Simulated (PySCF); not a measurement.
## How the method changes the constants of InGe⁻

State: ³Σ⁻ (triplet), unpaired electrons π ↑↑. Set-up: PySCF, scalar-relativistic core potentials, basis sets In aug-cc-pVDZ-PP with ECP28, Ge aug-cc-pVDZ-PP with ECP10. De refers to In + Ge⁻ in their high-spin ground configurations, without counterpoise correction. The functionals are run spin-unrestricted. A positive dipole points towards Ge; it is taken about the centre of mass and depends on that origin.

```tsv
Level	Re (Å)	ωe (cm⁻¹)	De (eV)	μ (D)
UHF	2.678	195	n/a	-2.25
UHF-MP2	2.674	197	1.72	n/a
UHF-SCS-MP2	2.686	192	1.64	n/a
UHF-CCSD	2.696	187	1.60	n/a
UHF-CCSD(T)	2.706	184	1.73	n/a
PBE	2.721	176	2.05	-1.53
r²SCAN	2.673	189	1.97	-1.51
TPSSh	2.687	185	1.97	-1.60
r²SCANh	2.664	192	1.94	-1.60
PBE0	2.677	190	1.93	-1.70
MN15	2.667	191	2.05	-1.57
CAM-B3LYP	2.652	197	1.85	-1.95
```

(1) Which functional lies closest to UHF-CCSD(T) in De, which farthest, and by how much do they differ from it?

(2) What does a quarter of exact exchange do here, going from PBE to PBE0?

(3) What does the step from GGA to meta-GGA do here, going from PBE to r²SCAN?

Correlated steps freeze 8 core orbitals. Correlated levels converge slowly with the basis: in double zeta they bind strong bonds too weakly, by up to about 1 eV, and carry superposition errors of some tenths. Spin–orbit coupling is left out, which matters for elements this heavy, above all for dissociation energies. For an ion De counts to the pair picked by the measured ionisation energies or electron affinities, which need not be the lowest pair at this level. The highest Kohn–Sham level is positive in this anion. Much of that is self-interaction error, but it also means that the finite basis helps to hold the extra electron. The state is the lowest determinant that a PBE0 search found; another state may lie lower at other levels.

The whole job (state search and all levels along the bond) took about 15 min on 1 thread of Arm Neoverse N1 (shared host), peak memory 0.92 GiB.

Results:

(1) Closest is CAM-B3LYP (-5.4 pm in Re, +7.1 % in ωe, +0.12 eV in De against UHF-CCSD(T) in the same basis), farthest PBE (+1.5 pm in Re, -4.3 % in ωe, +0.32 eV in De). CCSD(T) converges more slowly with the basis than the functionals do and binds too weakly in this one, so the order can change at the basis-set limit.

(2) PBE0 less PBE: -4.4 pm in Re, +8.0 % in ωe, -0.12 eV in De. Exact exchange removes part of the self-interaction that spreads semilocal densities, and in most molecules shortens and stiffens the bond and lowers De; so it does here.

(3) r²SCAN less PBE: -4.8 pm in Re, +7.4 % in ωe, -0.08 eV in De.
